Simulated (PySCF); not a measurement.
Input file for PySCF: U-HF/LANL2DZ on F2H2Sn (SMILES [F][SnH2][F]), a point of a bond scan (R = 1.923 Å).

```python
from pyscf import gto, scf, dft, mp
from pyscf.data.elements import chemcore

mol = gto.M(
    atom='''
    Sn   -0.03835508   -0.28075621    0.01283435
    F     1.56231621    0.68385551   -0.44011943
    F    -1.31675176    1.11365743    0.35794881
    H     0.25534771   -1.05881308    1.49140543
    H    -0.54767396   -1.08099264   -1.39358741
    ''',
    basis='lanl2dz',
    ecp={'Sn': 'lanl2dz'},
    charge=0, spin=0, verbose=3, max_memory=1800)
mf = scf.UHF(mol)
mf.conv_tol = 1e-8
mf.max_cycle = 100
mf.init_guess_breaksym = True
mf.kernel()
if not mf.converged:
    mf = mf.newton().run(mf.mo_coeff, mf.mo_occ)
for _ in range(4):
    mo, _, stable, _ = mf.stability(return_status=True)
    if stable:
        break
    mf.kernel(mf.make_rdm1(mo, mf.mo_occ))
```

Program output:

```
converged SCF energy = -203.360384978395  <S^2> = 1.9634427e-10  2S+1 = 1
<class 'pyscf.scf.uhf.UHF'> wavefunction is stable in the internal stability analysis
```

The run converged.

Cost: around 0.5 core-seconds (rough).
